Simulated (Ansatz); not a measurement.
Au₃O⁺, relaxed as a singlet with RKS r2SCAN-D4/def2-SVP in Ansatz, starting from the GFN2-xTB geometry. Force threshold 0.02 eV/Å.

In the def2 sets Au takes a core potential; there is no spin–orbit coupling. The structure comes from a short search, and lower isomers may exist.

Start:

```
atom   x (Å)   y (Å)   z (Å)
 Au1   0.220  -1.307  -0.149
 Au2  -1.992  -0.031   0.799
 Au3   1.934   0.778  -0.512
  O4  -0.162   0.561  -0.138
```

```tsv
step	energy (eV)	largest force component (eV/Å)	SCF passes
1	-13119.9333	1.257	21
2	-13119.9827	0.407	23
3	-13120.0047	0.109	22
4	-13120.0313	0.167	28
5	-13120.1052	0.374	27
6	-13120.1252	0.721	26
7 (rejected)	-13120.1042	0.834	26
8	-13120.1863	0.219	28
9	-13120.2144	0.133	27
10	-13120.2208	0.195	26
11	-13120.2265	0.016	21
```

Force components are those of the run's own axes.

End:

Cartesian coordinates in Å:
```
Au 0.229 -1.808 -0.430
Au -1.506 0.511 0.986
Au 1.492 1.129 -0.015
O -0.215 0.167 -0.541
```

By distances, no bond broke or formed, bridged metal pairs apart. The bond that changes most is Au1–O4, from 1.91 to 2.03 Å (atoms count from 1). Metal–metal contacts that move far: Au1–Au3 2.72 to 3.22 Å, Au1–Au2 2.72 to 3.22 Å.

No frequencies were taken in this run, so the end may be a saddle point.

Hardware: 4 threads of Arm Neoverse V2 on a shared host. Wall time 24 s.
